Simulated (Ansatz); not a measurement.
`CCOCOCOCOCOCOC`, relaxed as a singlet with RKS PBE-D4/def2-SVP in Ansatz, starting from the GFN2-xTB geometry. Force threshold 0.03 eV/Å.

Start:

```xyz
32

C     3.901   -3.271    1.273
C     4.036   -2.609   -0.096
O     3.241   -3.234   -1.104
C     1.902   -2.932   -1.075
O     1.699   -1.555   -1.321
C     0.358   -1.209   -1.360
O     0.296    0.169   -1.580
C    -1.002    0.646   -1.751
O    -1.780    0.552   -0.588
C    -1.451    1.503    0.394
O    -1.882    2.791    0.055
C    -3.279    2.963    0.125
O    -3.768    2.953    1.425
C    -3.389    4.084    2.185
H     2.911   -3.114    1.694
H     4.078   -4.340    1.187
H     4.634   -2.844    1.952
H     5.060   -2.718   -0.460
H     3.786   -1.545   -0.043
H     1.437   -3.535   -1.872
H     1.425   -3.197   -0.108
H    -0.164   -1.749   -2.181
H    -0.144   -1.477   -0.406
H    -1.545    0.063   -2.510
H    -0.894    1.690   -2.069
H    -0.364    1.574    0.521
H    -1.933    1.156    1.316
H    -3.796    2.150   -0.400
H    -3.470    3.926   -0.372
H    -2.302    4.206    2.193
H    -3.751    3.910    3.195
H    -3.848    4.992    1.779
```

| step | energy (eV) | largest force component (eV/Å) | SCF passes |
| --- | --- | --- | --- |
| 1 | -20830.7702 | 0.810 | 21 |
| 2 | -20830.8762 | 0.313 | 21 |
| 3 | -20830.8925 | 0.064 | 20 |
| 4 | -20830.8997 | 0.061 | 20 |
| 5 (rejected) | -20830.8981 | 0.377 | 19 |
| 6 | -20830.9027 | 0.069 | 19 |
| 7 | -20830.9079 | 0.167 | 19 |
| 8 | -20830.9106 | 0.130 | 20 |
| 9 | -20830.9145 | 0.072 | 20 |
| 10 | -20830.9173 | 0.159 | 19 |
| 11 | -20830.9212 | 0.083 | 20 |
| 14 | -20830.9417 | 0.282 | 19 |
| 17 | -20831.0182 | 0.249 | 19 |
| 20 | -20831.0907 | 0.259 | 18 |
| 23 | -20831.1526 | 0.186 | 19 |
| 26 | -20831.2026 | 0.132 | 20 |
| 29 | -20831.2184 | 0.082 | 20 |
| 32 | -20831.2252 | 0.150 | 20 |
| 35 | -20831.2368 | 0.088 | 20 |
| 38 | -20831.2414 | 0.321 | 20 |
| 41 | -20831.2452 | 0.004 | 21 |
| 44 | -20831.2488 | 0.043 | 19 |
| 47 | -20831.2500 | 0.075 | 19 |
| 50 | -20831.2514 | 0.012 | 19 |

Force components are those of the run's own axes.

End:

```xyz
32

C     4.232   -2.546    0.346
C     3.162   -1.609   -0.201
O     2.682   -2.023   -1.486
C     1.692   -3.006   -1.506
O     0.370   -2.509   -1.672
C    -0.355   -2.208   -0.513
O     0.070   -1.026    0.148
C    -0.145    0.151   -0.610
O    -1.512    0.500   -0.682
C    -2.027    1.014    0.531
O    -1.545    2.310    0.814
C    -2.126    3.314   -0.007
O    -3.455    3.591    0.321
C    -3.610    4.207    1.589
H     3.828   -3.560    0.545
H     5.071   -2.648   -0.373
H     4.638   -2.157    1.302
H     3.588   -0.596   -0.362
H     2.316   -1.489    0.511
H     1.874   -3.626   -2.408
H     1.729   -3.652   -0.592
H    -1.412   -2.106   -0.838
H    -0.257   -3.013    0.252
H     0.197    0.012   -1.655
H     0.444    0.944   -0.103
H    -1.723    0.381    1.392
H    -3.131    1.014    0.414
H    -2.131    2.994   -1.071
H    -1.472    4.208    0.127
H    -3.219    3.569    2.412
H    -4.693    4.376    1.744
H    -3.083    5.190    1.632
```

By distances, no bond broke or formed. The bond that changes most is C1–H17, from 1.09 to 1.11 Å (atoms count from 1).

The force fell under the threshold at step 12, but the optimiser went on and released 0.326 eV more. No frequencies were taken in this run, so the end may be a saddle point.

Run time 5.4 min (4 threads of AMD EPYC 7R43 on a shared host), peak host memory 0.57 GiB.
